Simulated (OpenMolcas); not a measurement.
Fe5+, Ru5+, Os5+: d3 down the group

```
Program             : OpenMolcas
Method              : XMS-CASPT2, IPEA 0.25 Eh, imaginary shift 0.1 Eh
Basis               : ANO-RCC-VTZP
Scalar Hamiltonian  : DKH2, point nucleus
Spin-orbit coupling : RASSI with atomic mean-field integrals over the reference wave functions, term energies averaged over their components
```

Active space for each ion: 3 electrons in 10 orbitals (d d); closed shells correlated by CASPT2: Fe5+ 3s 3p; Ru5+ 4s 4p; Os5+ 5s 5p.

Computed levels in cm-1 above 4F 3/2:

```csv
Level,Fe5+,Ru5+,Os5+
4F 5/2,544,1418,6460
4F 7/2,1278,3150,11640
4F 9/2,2170,5040,15070
4P 1/2,19740,13840,17240
4P 5/2,20620,16050,25590
2G 7/2,22020,16730,23650
2G 9/2,22770,17740,38060
2P 1/2,28140,20840,29550
2H 9/2,30190,23050,24730
weight of 4F in the lowest level (%),100,98,82
```

Mixed levels, with the weight of the term that names them: Ru5+ 2G 9/2 (73 %), Os5+ 4F 9/2 (58 %), Os5+ 4P 1/2 (68 %), Os5+ 2G 9/2 (57 %), Os5+ 2P 1/2 (68 %), Os5+ 2H 9/2 (57 %).

Measured, with the error of the calculation in %. Measured levels: Fe5+ from Corliss and Sugar, J. Phys. Chem. Ref. Data 11, 135 (1982); Os5+ from the list in Brasseur, Palmeri and Quinet, Atoms 13, 11 (2025).

```
 Level          Fe5+          Os5+
4F 5/2    511 (+6.5)   6397 (+1.1)
4F 7/2   1188 (+7.5)  11444 (+1.7)
4F 9/2   2001 (+8.7)  14678 (+2.7)
4P 1/2  18738 (+5.3)  16772 (+2.8)
4P 5/2  19611 (+5.1)  24828 (+3.0)
2G 7/2  20616 (+6.8)  22920 (+3.2)
2G 9/2  21315 (+6.8)  37019 (+2.8)
2P 1/2  26496 (+6.2)  28860 (+2.4)
2H 9/2  28724 (+5.1)  24028 (+2.9)
```

The fine-structure level 4F 9/2 changes by a factor of 6.94 from Fe5+ to Os5+.

Without spin-orbit coupling 4P lies 19040, 12260, 11670 cm-1 above 4F in that order; the difference to the level 4P 1/2, of either sign, comes from spin-orbit coupling, which also lowers the zero.

CASPT2 breaks the degeneracy within a term, and the mean is taken; among the terms shown or strongly mixed into the levels shown the widest spread is 1100 cm-1 (4d3 4F, Ru5+). Active for correlation alone: 4d; no level in the range computed is led by a configuration that fills it, so any true level of that kind is missing (holds for Fe5+). Active for correlation alone: 5d; no level in the range computed is led by a configuration that fills it, so any true level of that kind is missing (holds for Ru5+). Active for correlation alone: 6d; no level in the range computed is led by a configuration that fills it, so any true level of that kind is missing (holds for Os5+). Measured partners are found by configuration, term and J. A level has none where our copy of the source lacks it or the pairing is in doubt (some pairs that miss far off the trend of their configuration count as doubtful), and it then counts in no deviation. Levels of configurations outside the active space are missing.
